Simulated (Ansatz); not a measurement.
Consider the formal loss of a carbene: `C[Se]CF` → `[CH]F` + `C[SeH]`.

Calculated with Ansatz (gas phase, PBE0-D4/def2-TZVP geometries, no zero-point term in ΔE). CCSD(T)/CBS adds triple-zeta CCSD(T) − MP2 to the extrapolated MP2 energy (def2 sets, frozen cores). This one scheme is used for every species. Functionals use def2-TZVPP. For Se outer-core shells are correlated without core-valence functions, which leaves a few kJ/mol of doubt a bond. Scalar relativity is left out up to krypton. One conformer a species, not always the lowest.

`C[Se]CF`:

```xyz
9

C    -0.848    0.836    0.837
Se    0.638    1.072   -0.391
C     0.897   -0.794   -0.808
F    -0.092   -1.305   -1.616
H    -1.142    1.830    1.172
H    -0.539    0.241    1.696
H    -1.683    0.366    0.322
H     0.915   -1.374    0.116
H     1.854   -0.871   -1.328
```

`[CH]F`:

```xyz
3

C     0.469   -0.138   -0.144
F    -0.144   -0.080    1.002
H    -0.325    0.218   -0.859
```

`C[SeH]`:

```xyz
6

C     0.276   -0.055    0.468
Se   -0.671    0.934   -0.918
H    -0.383   -0.781    0.938
H     0.584    0.683    1.206
H     1.158   -0.541    0.056
H    -0.965   -0.240   -1.749
```

Question: Is it downhill or uphill in electronic energy at CCSD(T)/CBS, and by how much? (An estimate is asked.)

Answer: Ansatz gave: Uphill: ΔE = +366.6 kJ/mol.

Question: What do these levels give: revPBE-D4, B97M-V, r2SCAN, r2SCANh, LC-ωPBE, RPA@PBE/def2-TZVPP? (An estimate is asked.)

Answer: Ansatz gave: revPBE-D4 375.8, B97M-V 366.8, r2SCAN 387.2, r2SCANh 387.8, LC-ωPBE 382.1, RPA@PBE/def2-TZVPP 332.7 kJ/mol.

Largest T1 diagnostic among the species: 0.018.

The D4 term adds +10.9 kJ/mol with B3LYP and +5.8 kJ/mol with PBE0; it sums over pairs of atoms, weighted by their polarisabilities, and B3LYP, whose exchange is more repulsive, gets the larger term. From BLYP to BHLYP (50 % exact exchange), in def2-TZVPP and without D4, ΔE moves by +15.2 kJ/mol.

B3LYP here is the variant with VWN-RPA as its local correlation; programs differ in this.
